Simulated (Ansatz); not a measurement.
`[OH][Ge]([F])([Cl])[Cl]` → `[Cl][Ge][Cl]` + `OF` at 298.15 K and 1 bar (germylene formation by 1,1-elimination).

Calculated with Ansatz (gas phase, PBE0-D4/def2-TZVP geometries, no zero-point term in ΔE). CCSD(T)/CBS is the MP2 limit (def2-TZVPP, def2-QZVPP) plus CCSD(T) − MP2 in def2-TZVPP, frozen cores. This one scheme is used for every species. For Ge outer-core shells are correlated without core-valence functions, which leaves a few kJ/mol of doubt a bond. Scalar relativity is left out up to krypton. One conformer a species, not always the lowest.

```csv
species,CCSD(T)/CBS energy (Eh),H − E (kJ/mol),S (J/(mol·K))
`[OH][Ge]([F])([Cl])[Cl]`,-3171.38906,71.0,360.7
`[Cl][Ge][Cl]`,-2995.74627,18.9,295.4
`OF`,-175.42775,47.4,226.1
```

H − E and S are ideal-gas, rigid-rotor, harmonic terms from PBE0-D4/def2-TZVP, for one conformer and one mirror image of each species. 1 Eh = 2625.50 kJ/mol, R = 8.31446 J/(mol·K).

**Question.** By hand: ΔE, ΔH, ΔS and ΔG.

**Answer.** ΔE = (-2995.74627) + (-175.42775) − (-3171.38906) = 0.21504 Eh = 564.6 kJ/mol. Δ(H − E) = 18.9 + 47.4 − 71.0 = -4.7, so ΔH = 559.9 kJ/mol. ΔS = 295.4 + 226.1 − 360.7 = 160.8 J/(mol·K). ΔG = 559.9 − 298.15 × (160.8)/1000 = 512.0 kJ/mol.

**Question.** By hand: the equilibrium constant, and the temperature at which ΔG would vanish if ΔH and ΔS stayed fixed.

**Answer.** log₁₀ K = −ΔG/(RT ln 10) = -89.7. ΔG = 0 at ΔH/ΔS = 3482 K, far beyond where these terms or the molecules hold.

The number of gas molecules changes by +1, which sets the sign of ΔS. A doubt of 5 kJ/mol in ΔE shifts log₁₀ K by 0.9 here. Other conformers and mirror images would add mixing entropy, several J/(mol·K) or more a flexible species. These are equilibria of isolated gas molecules and say nothing of rates. Largest T1 diagnostic: 0.013 (customary marks: 0.02 for closed shells, 0.045 for open ones).
